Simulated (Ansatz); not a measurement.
Basis-set series for `BC(C)(C)C`. Total charge 0; spin multiplicity 1. Geometry: relaxed with PBE0-D4/def2-TZVP.

| functional | basis | functions | energy (Eh) | HOMO (eV) | LUMO (eV) |
| --- | --- | --- | --- | --- | --- |
| PBE0-D4 | def2-SVP | 125 | -183.51031 | -8.08 | -1.02 |
| PBE0-D4 | def2-TZVPP | 309 | -183.70860 | -8.11 | -1.14 |
| ωB97M-V | def2-SVP | 125 | -183.60765 | -10.36 | 1.00 |
| ωB97M-V | def2-TZVPP | 309 | -183.82116 | -10.40 | 0.72 |

Problem. Give the rows for def2-QZVPP. (Best estimate.)

Solution. Ansatz gave: 
| functional | basis | functions | energy (Eh) | HOMO (eV) | LUMO (eV) |
| --- | --- | --- | --- | --- | --- |
| PBE0-D4 | def2-QZVPP | 615 | -183.71955 | -8.11 | -1.17 |
| ωB97M-V | def2-QZVPP | 615 | -183.83189 | -10.40 | 0.60 |

Positive LUMOs are unbound and depend on the basis.
